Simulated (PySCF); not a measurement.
Molecule (SMILES): F[C]F (closed-shell singlet).
Geometry (B3LYP-D3(BJ)/def2-TZVP, fixed):
```
C
F 1 1.3036
F 1 1.3036 2 104.75
```
Charge 0, spin multiplicity 1.

Basis-set convergence of the mean static polarisability at HF with PySCF. All functions are spherical. Density fitting with generated auxiliary sets. No added dispersion term, no relativity. Reference: the value in d-aug-cc-pVTZ, 14.70 bohr³, itself unsure by roughly 0.3 % (its mean distance from aug-pcseg-3, aug-cc-pVQZ, aug-pcseg-2). Deviations are taken from unrounded values.

| basis | functions | mean static polarisability (bohr³) |
|---|---|---|
| cc-pVDZ | 42 | 10.40 |
| aug-cc-pVDZ | 69 | 14.29 |
| def2-SVP | 42 | 10.65 |
| def2-SVPD | 66 | 14.33 |
| pcseg-1 | 42 | 11.12 |
| aug-pcseg-1 | 69 | 14.70 |
| 6-311G** | 54 | 10.86 |
| 6-311+G** | 66 | 12.74 |
| cc-pVTZ | 90 | 12.41 |
| aug-cc-pVTZ | 138 | 14.60 |
| pcseg-2 | 90 | 13.24 |
| aug-pcseg-2 | 138 | 14.62 |
| def2-TZVPP | 93 | 13.14 |
| def2-TZVPPD | 117 | 14.63 |
| cc-pVQZ | 165 | 13.54 |
| aug-cc-pVQZ | 240 | 14.67 |
| def2-QZVPP | 171 | 13.84 |
| def2-QZVPPD | 195 | 14.66 |
| pcseg-3 | 180 | 14.32 |
| aug-pcseg-3 | 255 | 14.68 |

What the diffuse functions change, pair by pair:
- cc-pVDZ to aug-cc-pVDZ: 27 more functions, deviation -29.3 to -2.8 %
- def2-SVP to def2-SVPD: 24 more functions, deviation -27.5 to -2.5 %
- pcseg-1 to aug-pcseg-1: 27 more functions, deviation -24.3 to 0.0 %
- 6-311G** to 6-311+G**: 12 more functions, deviation -26.1 to -13.3 %
- cc-pVTZ to aug-cc-pVTZ: 48 more functions, deviation -15.6 to -0.7 %
- pcseg-2 to aug-pcseg-2: 48 more functions, deviation -10.0 to -0.5 %
- def2-TZVPP to def2-TZVPPD: 24 more functions, deviation -10.6 to -0.5 %
- cc-pVQZ to aug-cc-pVQZ: 75 more functions, deviation -7.9 to -0.2 %
- def2-QZVPP to def2-QZVPPD: 24 more functions, deviation -5.8 to -0.3 %
- pcseg-3 to aug-pcseg-3: 75 more functions, deviation -2.6 to -0.2 %

They bring the value nearer the reference by more than 0.3 % in 10 of 10 pairs.
